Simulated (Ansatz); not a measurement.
Cost and result for the atomization energy of `O[Si](O)([SiH3])Cl` (10 atoms, 9 bonds).

```xyz
10

O    -1.708    0.940    0.043
Si   -0.188    0.475    0.439
O    -0.217   -0.161    1.936
Si    0.748   -1.117   -0.985
Cl    0.989    2.180    0.375
H    -1.803    1.695   -0.540
H    -0.662    0.330    2.631
H     0.775   -0.557   -2.363
H    -0.068   -2.359   -0.980
H     2.135   -1.427   -0.556
```

The species carries charge 0 and has multiplicity 1. All single points use the PBE0-D4/def2-TZVP geometry. It is one conformer, not always the lowest. Program: Ansatz. All runs use 4 threads of an INTEL XEON PLATINUM 8581C on a shared host. Times are those of one run each, without the atoms' runs, and a repeat can differ threefold. Electronic energies, without spin–orbit coupling; frozen cores. CCSD(T)/CBS adds CCSD(T) − MP2 in def2-TZVPP to the MP2 limit, and its time is that of the two runs behind it. T1 = 0.012. B3LYP takes the VWN-RPA correlation (the form of Gaussian; ORCA's B3LYP/G).

CCSD(T)/CBS is a level of theory with its own doubt, some kJ/mol a heavy atom from the limit and from the frozen cores, so smaller differences don't rank the functionals.

```
                            level  functions  wall time
           LDA (SPW92)/def2-TZVPP        258      1.1 s
               BLYP-D4/def2-TZVPP        258      1.8 s
  PBE-D4/def2-TZVPP (with forces)        258      2.1 s
              BHLYP-D4/def2-TZVPP        258      2.8 s
                 CCSD(T)/def2-SVP        107      2.9 s
          CAM-B3LYP-D4/def2-TZVPP        258        3 s
B3LYP-D4/def2-TZVPP (with forces)        258      3.9 s
              PBE-QIDH/def2-TZVPP        258      4.2 s
               ωB97X-V/def2-TZVPP        258      5.5 s
 ωB97M-V/def2-TZVPP (with forces)        258        8 s
                   MP2/def2-QZVPP        474       16 s
               CCSD(T)/def2-TZVPP        258       81 s
                CCSD(T)/CBS(def2)          –       97 s
```

(1) What atomization energy does each give, and how far from CCSD(T)/CBS? (Best estimate.)

Answers

(1) The calculation gave: 
| level | atomization (kJ/mol) | difference from CCSD(T)/CBS | per bond |
| --- | --- | --- | --- |
| LDA (SPW92)/def2-TZVPP | 3967.6 | 452.5 | 50.3 |
| BLYP-D4/def2-TZVPP | 3461.0 | -54.1 | -6.0 |
| PBE-D4/def2-TZVPP (with forces) | 3508.1 | -7.0 | -0.8 |
| BHLYP-D4/def2-TZVPP | 3379.6 | -135.5 | -15.1 |
| CCSD(T)/def2-SVP | 3188.4 | -326.7 | -36.3 |
| CAM-B3LYP-D4/def2-TZVPP | 3494.6 | -20.5 | -2.3 |
| B3LYP-D4/def2-TZVPP (with forces) | 3470.0 | -45.1 | -5.0 |
| PBE-QIDH/def2-TZVPP | 3447.4 | -67.7 | -7.5 |
| ωB97X-V/def2-TZVPP | 3514.3 | -0.8 | -0.1 |
| ωB97M-V/def2-TZVPP (with forces) | 3505.0 | -10.1 | -1.1 |
| MP2/def2-QZVPP | 3538.6 | 23.5 | 2.6 |
| CCSD(T)/def2-TZVPP | 3400.2 | -114.9 | -12.8 |
| CCSD(T)/CBS(def2) | 3515.1 | 0.0 | 0.0 |

From r2SCAN to r2SCAN0 (25 % exact exchange), in def2-TZVPP and without D4, the atomization energy moves by −64.0 kJ/mol: exact exchange takes away binding that semilocal exchange gives to molecules. In def2-TZVPP, CCSD(T) changes the Hartree–Fock value by +868.4 kJ/mol (the triples alone add +50.8 kJ/mol) and MP2 by +938.0 kJ/mol; breaking electron pairs costs correlation energy, which Hartree–Fock lacks. At CCSD(T), def2-SVP lies −326.7 kJ/mol from the extrapolated value and def2-TZVPP −114.9 kJ/mol: correlation converges slowly with the basis, and small sets miss more of it in the bonded molecule than in its fragments.
